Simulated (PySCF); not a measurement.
C₇H₈OS.
Z-matrix (Å and degrees, PBE0-D3(BJ)/def2-SVP geometry), rows numbered from 1:
```
C 
S   1  1.8184
O   2  1.5023  1  105.50
C   2  1.8094  1   96.15  3  -109.24
C   4  1.3939  2  121.22  1   -79.11
C   5  1.3932  4  118.92  2  -178.18
C   6  1.3962  5  120.05  4     0.92
C   7  1.3947  6  120.26  5     0.15
C   4  1.3900  2  117.00  1   104.42
H   1  1.0987  2  106.33  3   -68.37
H   1  1.0990  2  110.50  3   171.64
H   1  1.0987  2  107.57  3    49.89
H   5  1.0941  4  120.68  2     1.63
H   6  1.0926  5  119.85  4  -179.67
H   7  1.0925  6  119.80  5   179.57
H   8  1.0927  7  120.04  6   179.33
H   9  1.0940  4  118.18  2    -1.39
```

The calculation used PySCF, delta-SCF UKS SCAN, pcX-2 on the ionised atom, pcseg-1 elsewhere, spin-free X2C. The ground state was rerun for each ionised atom, in the same mixed basis as its hole state.

```tsv
ionised atom	basis functions	E(ionised) (Eh)	binding energy (eV)
C1	201	-735.17416	291.042
C4	201	-735.19344	290.597
C5	201	-735.19197	290.603
C6	201	-735.19368	290.558
C7	201	-735.19836	290.431
O3	201	-726.18902	536.340
S2	212	-654.89057	2479.883
```

Question: Fill in the total energy of each ground state.

Answer: With binding energy = E(ionised) − E(ground) and 27.2114 eV a hartree:

| atom | binding energy (Eh) | E(ground) (Eh) |
| --- | --- | --- |
| C1 | 10.6956 | -745.8698 |
| C4 | 10.6792 | -745.8727 |
| C5 | 10.6795 | -745.8714 |
| C6 | 10.6778 | -745.8715 |
| C7 | 10.6731 | -745.8715 |
| O3 | 19.7101 | -745.8991 |
| S2 | 91.1340 | -746.0246 |

Question: How much do the ground-state energies differ, and what would follow from using one of them for all holes?

Answer: They run from -746.0246 Eh (core basis on S2) to -745.8698 Eh (on C1), 0.1548 Eh or 4.21 eV apart, though the state is the same; only basis and grid differ. Pairing the ion of C1 with the ground state of S2 would put its binding energy 4.21 eV too high.

The listed C 1s values span 0.61 eV, from C7 (bonded to 2 C (aromatic in the SMILES) and H) to C1 (bonded to S and 3 H). The widest gap between neighbouring values is 0.44 eV, between 290.60 and 291.04 eV. The values 290.56, 290.60 and 290.60 eV lie too close for their order to be trusted.

Only 1s holes are shown. Topologically equivalent atoms share the value of their first member; where this conformer doesn't relate them by symmetry, their own values could differ. The unrestricted hole states depart most from a pure doublet (⟨S²⟩ = 0.75; over 0.85 named) for C 1s of C4 (0.85), which makes this value less certain. Geometry: PBE0-D3(BJ)/def2-SVP, one conformer, isolated molecule.
